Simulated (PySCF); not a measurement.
## Solvent effects on NMR parameters

Geometry:
| atom | x (Å) | y (Å) | z (Å) |
| --- | --- | --- | --- |
| C1 | 3.588 | -1.124 | -0.390 |
| C2 | 2.168 | -0.734 | -0.605 |
| C3 | 1.570 | 0.008 | -1.643 |
| N4 | 0.264 | 0.090 | -1.406 |
| N5 | 0.104 | -0.570 | -0.284 |
| C6 | -1.207 | -0.747 | 0.330 |
| C7 | -1.829 | 0.606 | 0.639 |
| C8 | -2.085 | -1.617 | -0.556 |
| N9 | 1.197 | -1.084 | 0.239 |
| H10 | 3.705 | -1.563 | 0.609 |
| H11 | 3.919 | -1.868 | -1.132 |
| H12 | 4.259 | -0.256 | -0.472 |
| H13 | 2.016 | 0.473 | -2.520 |
| H14 | -0.982 | -1.277 | 1.266 |
| H15 | -1.173 | 1.199 | 1.293 |
| H16 | -2.795 | 0.471 | 1.146 |
| H17 | -1.995 | 1.171 | -0.289 |
| H18 | -1.615 | -2.595 | -0.732 |
| H19 | -3.063 | -1.782 | -0.081 |
| H20 | -2.246 | -1.128 | -1.528 |

GIAO PBE0/pcSseg-1 in PySCF on one PBE0-D3(BJ)/def2-SVP conformer, non-relativistic, equivalent nuclei averaged. Solvents enter as an IEF-PCM continuum (cyclohexane with ε = 2.0, chloroform with ε = 4.7) around the gas-phase geometry. Shifts are referred to TMS computed in the same medium.

Gas phase, δ in ppm: C2 144.9, C3 138.0, C6 57.3, C7/C8 23.8, C1 12.2, H13 7.40, H14 4.41, H10/H11/H12 2.33, H15/H16/H17/H18/H19/H20 1.42. Dipole moment 0.29 D.

(1) How does each δ change in the continuum?

(2) Which nuclei move most (in ppm), and what does the model miss?

Results:

(1) 
```csv
atoms,environment,"Δδ, cyclohexane","Δδ, chloroform"
C2,substituted aromatic carbon next to a ring nitrogen,+1.2,+2.2
C3,aromatic CH next to a ring nitrogen,+0.7,+1.4
C6,sp3 CH bonded to N,+0.7,+1.2
C7/C8,methyl carbon,+0.3,+0.6
C1,methyl carbon on an aromatic ring,+0.2,+0.3
H13,hydrogen on an aromatic CH next to a ring nitrogen,+0.10,+0.19
H14,hydrogen on an sp3 CH bonded to N,+0.04,+0.06
H10/H11/H12,hydrogen on a methyl carbon on an aromatic ring,+0.04,+0.07
H15/H16/H17/H18/H19/H20,hydrogen on a methyl carbon,+0.02,+0.03
```

Changes are relative to the gas phase. The dipole moment becomes 0.30 D in cyclohexane, 0.30 D in chloroform.

(2) C2 (substituted aromatic carbon next to a ring nitrogen, +2.2 ppm) in chloroform. A continuum only polarises the solute; specific hydrogen bonds, the anisotropy of aromatic solvents and changes of geometry or conformer are outside it.
